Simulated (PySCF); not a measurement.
The second ionisation energy along group 13

All values are computed (PySCF 2.14, energy differences of UHF-based or UKS calculations, no spin-orbit coupling). Values in eV. The last column holds reference values (NIST; (s) semi-empirical, (t) theoretical, else measured). Unmarked ones compare directly (S terms, centres of terms, or small fine structure); those marked * lie between the lowest fine-structure levels and include a spin-orbit shift.

| element | configurations | LDA | MP2 (valence) | MP2 (valence and next inner shell) | CCSD(T) (valence and next inner shell) | CCSDT (valence) | wB97X | reference |
| --- | --- | --- | --- | --- | --- | --- | --- | --- |
| B (x2c-TZVPPall with one added diffuse shell each of s, p, d type, spin-free X2C) | [He] 2s2 → [He] 2s1 | 24.551 | 24.415 | 24.427 | 25.063 | 25.067 | 24.261 | 25.155 |
| Al (x2c-TZVPPall with one added diffuse shell each of s, p, d type, spin-free X2C) | [Ne] 3s2 → [Ne] 3s1 | 18.948 | 18.312 | 18.496 | 18.753 | 18.630 | n/a | 18.829 |
| Ga (x2c-TZVPPall with one added diffuse shell each of s, p, d type, spin-free X2C) | [Ar] 3d10 4s2 → [Ar] 3d10 4s1 | 21.138 | 19.458 | 19.958 | 20.178 | 19.745 | 20.721 | 20.515 |
| In (x2c-TZVPPall with one added diffuse shell each of s, p, d, f type, spin-free X2C) | [Kr] 4d10 5s2 → [Kr] 4d10 5s1 | 19.412 | 17.660 | 18.766 | 18.724 | 17.917 | 18.831 | 18.870 |
| Tl (x2c-TZVPPall with one added diffuse shell each of s, p, d, f type, spin-free X2C) | [Xe] 4f14 5d10 6s2 → [Xe] 4f14 5d10 6s1 | 21.012 | 18.926 | 20.411 | 20.189 | 19.117 | 20.185 | 20.428 |

| method | elements | mean error (eV) | mean absolute error (eV) | largest error (eV) |
| --- | --- | --- | --- | --- |
| LDA | 5 | 0.253 | 0.494 | 0.622 |
| MP2 (valence) | 5 | -1.005 | 1.005 | -1.502 |
| MP2 (valence and next inner shell) | 5 | -0.348 | 0.348 | -0.728 |
| CCSD(T) (valence and next inner shell) | 5 | -0.178 | 0.178 | -0.337 |
| CCSDT (valence) | 5 | -0.664 | 0.664 | -1.311 |
| wB97X | 4 | -0.243 | 0.345 | -0.894 |

Errors include the incompleteness of the basis and the frozen core.

"Valence" correlates the outer s and p shells and, in groups 3 to 12 and the f block, the outer d or f shell, open or full, or the next shell where the ion has no valence electron left; the wider scheme adds the next inner shell.
